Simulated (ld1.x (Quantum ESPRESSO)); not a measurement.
## Transferability test, TM potential for tantalum

```json
{"Element": "tantalum", "Generator": "ld1.x (Quantum ESPRESSO) 7.5", "Type": "norm-conserving Troullier–Martins (Kleinman–Bylander form)", "Functional": "PBE", "Relativity": "scalar-relativistic", "Frozen core": "[Xe] 4f14", "Valence charge": "5", "Reference configuration": "5d3 6s1.75 6p0.25", "Partial waves": "6s (bound): rc 2.40 bohr; 6p (bound): rc 3.30 bohr; 5d (bound): rc 2.40 bohr", "Local potential": "the d channel", "Core correction": "a·sin(br)/r model core, default radius (core density twice the valence density)"}
```

Energies are relative to the spin-unpolarised reference configuration 5d3 6s1.75 6p0.25; without spin polarisation the order of configurations can differ from experiment. Not all tests gave a result: 1 of 7 tests not solved or not reliable. Left out of the table: 5d2 6s2 6p1 (solver errors, printed error -2.4 eV).

(1) Give the all-electron excitation energy and the error of the potential for: 5d3 6s2 6p0; 5d3 6s1 6p0; 5d3 6s0 6p0; 5d3.5 6s1.5 6p0; 5d3 6s1.5 6p0; 5d4 6s0 6p0.

Levels in the configuration 5d3 6s1.5 6p0:

| level | all-electron (eV) | pseudo (eV) |
| --- | --- | --- |
| 5d | -6.907 | -6.896 |
| 6s | -8.440 | -8.445 |

Note: ghost states, extra bound levels that the all-electron valence spectrum of the same l lacks: s at -37.8 eV, p at -4.6 eV. A true bound ghost makes a file unfit for plane-wave use.

Answers

(1)

```
valence configuration  charge  ΔE all-electron (eV)  error AE − PS (meV)
          5d3 6s2 6p0       0                -1.020                 +0.1
          5d3 6s1 6p0      +1                 7.448                 -8.1
          5d3 6s0 6p0      +2                22.420                  -39
      5d3.5 6s1.5 6p0       0                -0.031                  -14
        5d3 6s1.5 6p0    +0.5                 2.441                 -2.0
          5d4 6s0 6p0      +1                 8.882                  -96
```
